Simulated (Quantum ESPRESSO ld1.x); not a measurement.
All-electron atom: K4+ in [Ne] 3s2 3p3. Method: scalar-relativistic Kohn-Sham, revPBE, spin-unpolarised, spherical densities, point nucleus; computed with ld1.x of Quantum ESPRESSO 7.5.

Normalised radial functions P(r) = r R(r), r in bohr:

```
   r/bohr * 1s, o 2p, + 3p (the largest magnitude, 3.16, reaches the edge; | marks zero, & curves that meet)
  0.00534                             &      *
 0.006735                             &       *
 0.008494                             &         *
  0.01071                             &           *
  0.01351                             &              *
  0.01704                             &                *
  0.02166                             +o                  *
  0.02731                             +o                     *
  0.03444                             |+o                      *
  0.04344                             |+o                        *
  0.05478                             |+ o                       *
  0.06908                             | +  o                    *
  0.08782                             | +   o                *
   0.1108                             |  +    o          *
   0.1397                             |   +      o  *
   0.1761                             |   +    *  o
   0.2221                             |   +*        o
   0.2801                             | * +         o
   0.3561                             |*+          o
   0.4491                             &          o
   0.5664                          +  *      o
   0.7143                       +     *   o
   0.9008                     +       * o
    1.145                     +       *o
    1.444                      +      &
    1.821                        +    &
    2.297                          +  &
    2.897                            +&
    3.653                             &
```

1s: eigenvalue -3588.9 eV, 0 radial nodes, <r> = 0.0810 bohr, 90 % of the charge inside 0.145 bohr. 2p: eigenvalue -343.86 eV, 0 radial nodes, <r> = 0.349 bohr, 90 % of the charge inside 0.576 bohr. 3p: eigenvalue -71.428 eV, 1 radial node at r = 0.446 bohr, <r> = 1.24 bohr, 90 % of the charge inside 1.87 bohr.
